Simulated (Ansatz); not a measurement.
Zr₃O₅. Charge 0, multiplicity 1. Geometry PBE0-D4/def2-SVP, basis def2-TZVP, Ansatz.

Cartesian coordinates in Å:
```
Zr -2.719 -0.086 0.458
Zr 0.241 -0.193 0.098
Zr 3.296 -0.150 -0.197
O -1.259 1.005 -0.324
O 1.830 0.257 1.088
O 3.437 1.251 -1.214
O -3.660 -0.818 -0.818
O -1.167 -1.265 0.909
```

```tsv
run	HOMO (eV)	LUMO (eV)
A	-4.13	-3.04
B	-4.33	-3.60
C	-4.09	-3.41
D	-4.74	-2.79
```

In the def2 sets Zr takes a core potential; there is no spin–orbit coupling. No other spin state of charge 0 was run. Another isomer (singlet) lies 0.95 eV lower at PBE0-D4/def2-TZVP; other spin states weren't run for this one.

Task: The runs used LDA (SPW92), PBE, PBE0, r2SCAN. Estimate which is which.

Result: A r2SCAN (0 % exact exchange); B LDA (SPW92) (0 % exact exchange); C PBE (0 % exact exchange); D PBE0 (25 % exact exchange). Exact exchange lowers occupied and raises empty levels; among semilocal functionals meta-GGAs tend to open the gap a little, and such runs are hard to tell apart. The gap grows from 0.68 eV (PBE) to 1.95 eV (PBE0). The restricted singlet is unstable towards broken spin symmetry in Hartree–Fock (as tested in another run); at r2SCAN-D4/def2-TZVP, LDA (SPW92)/def2-TZVP, PBE-D4/def2-TZVP, PBE0-D4/def2-TZVP this wasn't settled.
